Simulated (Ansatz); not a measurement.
Ansatz (a quantum-chemistry and plane-wave program) job for Si(Cl)2(I)(OH) (Cl2HIOSi), SMILES I[Si](Cl)(O)Cl, PBE-D3(BJ)/def2-SVP. 

Ansatz 0.2 input:
```yaml
crystal:
  periodic: [false, false, false]
  atoms:
    - {symbol: O, position_ang: [-1.06681562, 1.94664703, 0.00000000]}
    - {symbol: Si, position_ang: [-0.85907586, 0.31692113, 0.00000000]}
    - {symbol: Cl, position_ang: [-1.73554375, -0.53204864, 1.66157494]}
    - {symbol: Cl, position_ang: [-1.73554377, -0.53204864, -1.66157494]}
    - {symbol: I, position_ang: [1.53856067, -0.07929373, -0.00000000]}
    - {symbol: H, position_ang: [-1.97364090, 2.28214904, 0.00000000]}
basis:
  gaussian:
    orbitals: def2-SVP
hamiltonian:
  xc: pbe
  dispersion: d3bj
relax: {f_tol: 0.002, max_steps: 200}
```

Program output:

```
WARN ansatz: RAYON_NUM_THREADS=1 ignored (pool sized by the plan → 1); use --threads N
Functional definition: PBE
integrals: 0.05 GiB planned
1103 factors; their error is unknown
mean field: 0.26 GiB planned
mean field evaluation 1: about -43058.2872 eV, gradient 5.4e1 eV
mean field evaluation 2: about -43025.2251 eV, gradient 1.4e2 eV
mean field evaluation 4: about -43063.3057 eV, gradient 6.4e0 eV
mean field evaluation 8: about -43063.4054 eV, gradient 2.2e-1 eV
mean field evaluation 16: about -43063.3469 eV, gradient 2.3e-5 eV
mean field -43063.34694076 eV, -1582.5488106882 hartree, gradient 2.2e-5 eV, S^2 0.000000; 0 other end points of the search recorded, 0 dependent functions left out
the calculation of the forces begins
reference -43063.34696960 eV, -1582.5488117479 hartree; 41, 41 occupied and 58, 58 virtual orbitals, 1103 factors
relax step   1: F+E_penalty+E_count = -43063.58138772 eV  Δ(F+E_penalty+E_count) = +0.000e0 eV  max|allowed force component| = 3.893e-1 eV/Å  Δτ_max = 0.0000 Å  (27 SCF iters, accepted)
these checks for a lower state are left out or cut short: starts, cluster_reference, orbital_swaps, neighbouring_geometries, increment
integrals: 0.05 GiB planned
1103 factors; their error is unknown
mean field: 0.26 GiB planned
mean field -43063.35153582 eV, -1582.5489795534 hartree, gradient 8.4e-5 eV, S^2 0.000000; 0 other end points of the search recorded, 0 dependent functions left out
the calculation of the forces begins
reference -43063.35156471 eV, -1582.5489806151 hartree; 41, 41 occupied and 58, 58 virtual orbitals, 1103 factors
relax step   2: F+E_penalty+E_count = -43063.58536673 eV  Δ(F+E_penalty+E_count) = -3.979e-3 eV  max|allowed force component| = 2.289e-1 eV/Å  Δτ_max = 0.0138 Å  (25 SCF iters, accepted)
these checks for a lower state are left out or cut short: starts, cluster_reference, orbital_swaps, neighbouring_geometries, increment
integrals: 0.05 GiB planned
1103 factors; their error is unknown
mean field: 0.26 GiB planned
mean field -43063.35298440 eV, -1582.5490327877 hartree, gradient 8.1e-5 eV, S^2 0.000000; 0 other end points of the search recorded, 0 dependent functions left out
the calculation of the forces begins
reference -43063.35301329 eV, -1582.5490338492 hartree; 41, 41 occupied and 58, 58 virtual orbitals, 1103 factors
relax step   3: F+E_penalty+E_count = -43063.58666907 eV  Δ(F+E_penalty+E_count) = -1.302e-3 eV  max|allowed force component| = 1.134e-1 eV/Å  Δτ_max = 0.0089 Å  (27 SCF iters, accepted)
these checks for a lower state are left out or cut short: starts, cluster_reference, orbital_swaps, neighbouring_geometries, increment
integrals: 0.05 GiB planned
1103 factors; their error is unknown
mean field: 0.26 GiB planned
mean field evaluation 32: about -43063.4148 eV, gradient 3.4e-3 eV
mean field -43063.35353419 eV, -1582.5490529919 hartree, gradient 1.8e-5 eV, S^2 0.000000; 0 other end points of the search recorded, 0 dependent functions left out
the calculation of the forces begins
reference -43063.35356302 eV, -1582.5490540515 hartree; 41, 41 occupied and 58, 58 virtual orbitals, 1103 factors
relax step   4: F+E_penalty+E_count = -43063.58743730 eV  Δ(F+E_penalty+E_count) = -7.682e-4 eV  max|allowed force component| = 1.353e-1 eV/Å  Δτ_max = 0.0183 Å  (27 SCF iters, accepted)
these checks for a lower state are left out or cut short: starts, cluster_reference, orbital_swaps, neighbouring_geometries, increment
integrals: 0.05 GiB planned
1103 factors; their error is unknown
mean field: 0.26 GiB planned
mean field -43063.35343556 eV, -1582.5490493676 hartree, gradient 8.9e-5 eV, S^2 0.000000; 0 other end points of the search recorded, 0 dependent functions left out
the calculation of the forces begins
reference -43063.35346440 eV, -1582.5490504272 hartree; 41, 41 occupied and 58, 58 virtual orbitals, 1103 factors
relax step   5: F+E_penalty+E_count = -43063.58746506 eV  Δ(F+E_penalty+E_count) = -2.775e-5 eV  max|allowed force component| = 6.757e-2 eV/Å  Δτ_max = 0.0097 Å  (27 SCF iters, accepted)
these checks for a lower state are left out or cut short: starts, cluster_reference, orbital_swaps, neighbouring_geometries, increment
integrals: 0.05 GiB planned
1103 factors; their error is unknown
mean field: 0.26 GiB planned
mean field -43063.35380992 eV, -1582.5490631249 hartree, gradient 1.1e-5 eV, S^2 0.000000; 0 other end points of the search recorded, 0 dependent functions left out
the calculation of the forces begins
reference -43063.35383875 eV, -1582.5490641843 hartree; 41, 41 occupied and 58, 58 virtual orbitals, 1103 factors
relax step   6: F+E_penalty+E_count = -43063.58780198 eV  Δ(F+E_penalty+E_count) = -3.369e-4 eV  max|allowed force component| = 9.533e-3 eV/Å  Δτ_max = 0.0050 Å  (29 SCF iters, accepted)
these checks for a lower state are left out or cut short: starts, cluster_reference, orbital_swaps, neighbouring_geometries, increment
integrals: 0.05 GiB planned
1103 factors; their error is unknown
mean field: 0.26 GiB planned
mean field -43063.35384798 eV, -1582.5490645238 hartree, gradient 2.4e-5 eV, S^2 0.000000; 0 other end points of the search recorded, 0 dependent functions left out
the calculation of the forces begins
reference -43063.35387681 eV, -1582.5490655833 hartree; 41, 41 occupied and 58, 58 virtual orbitals, 1103 factors
relax step   7: F+E_penalty+E_count = -43063.58780721 eV  Δ(F+E_penalty+E_count) = -5.234e-6 eV  max|allowed force component| = 1.146e-3 eV/Å  Δτ_max = 0.0008 Å  (19 SCF iters, accepted)
integrals: 0.05 GiB planned
1103 factors; their error is unknown
mean field: 0.26 GiB planned
mean field evaluation 64: about -43063.4013 eV, gradient 2.2e0 eV
mean field -43063.35384798 eV, -1582.5490645238 hartree, gradient 2.4e-5 eV, S^2 0.000000; 1 other end points of the search recorded, 0 dependent functions left out
the calculation of the forces begins
reference -43063.35387681 eV, -1582.5490655833 hartree; 41, 41 occupied and 58, 58 virtual orbitals, 1103 factors
Total energy: -43063.58783604 eV, -1582.5576634264 hartree
Atom 0 at    -1.054380     1.963008     0.000000 Å, force     0.000640    -0.000459     0.000000 eV/Å
Atom 1 at    -0.857454     0.317309     0.000000 Å, force    -0.000007    -0.000257     0.000000 eV/Å
Atom 2 at    -1.740128    -0.534667     1.664539 Å, force     0.000466     0.000211    -0.000172 eV/Å
Atom 3 at    -1.740128    -0.534667    -1.664539 Å, force     0.000466     0.000211     0.000172 eV/Å
Atom 4 at     1.540460    -0.078992    -0.000000 Å, force    -0.001146     0.000145    -0.000000 eV/Å
Atom 5 at    -1.980428     2.270335     0.000000 Å, force    -0.000419     0.000149     0.000000 eV/Å
Dipole moment:    -0.224982     0.190051    -0.000000 e Å
```

The calculation finished and met its thresholds.

Cost: around 20 core-seconds (rough).
